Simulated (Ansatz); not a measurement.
Species: C3H7Si, charge -1, multiplicity 1. SMILES: C=[C-]C[SiH3]

Atoms: C1, C2, C3, Si4, H5, H6, H7, H8, H9, H10, H11. Bonds: C1-C2, C1-H5, C1-H6, C2-C3, C3-Si4, C3-H7, C3-H8, Si4-H9, Si4-H10, Si4-H11.

Bond lengths (Å) and angles (degrees) optimised at HF/6-31G* with Ansatz (an electronic-structure program); B3LYP/LANL2DZ with Ansatz; MP2/6-31G* with Ansatz, each started from the B3LYP-D3(BJ)/def2-TZVP structure (Ansatz) of the last column. A row stands for all coordinates that are equal there; 13 of 24 kinds are shown. 6-31G* holds six Cartesian d functions. No wavenumbers were computed at B3LYP/LANL2DZ, MP2/6-31G*, so these may be saddle points.

```tsv
coordinate	HF/6-31G*	B3LYP/LANL2DZ	MP2/6-31G*	B3LYP-D3(BJ)/def2-TZVP
C1-C2	1.339	1.376	1.349	1.341
C1-H5	1.088	1.099	1.097	1.093
C1-H6	1.099	1.116	1.111	1.112
C2-C3	1.534	1.555	1.524	1.511
C3-Si4	1.870	1.893	1.861	1.864
C3-H7	1.103	1.122	1.114	1.119
C3-H8	1.094	1.105	1.102	1.100
Si4-H9	1.484	1.492	1.490 to 1.492	1.488
C1-C2-C3	113.9	113.4	114.1	115.0
C2-C3-Si4	102.9	104.1	92.4	104.1
C2-C1-H5	122.0	121.5	122.6	122.8
C2-C1-H6	125.1	124.6	124.4	123.5
C2-C3-H7	117.1	116.6	118.5	116.5
```

A range marks coordinates that this level makes unequal.

Mean signed difference of all 10 bond lengths from B3LYP-D3(BJ)/def2-TZVP: HF/6-31G* -0.002 Å, B3LYP/LANL2DZ 0.014 Å, MP2/6-31G* 0.005 Å.
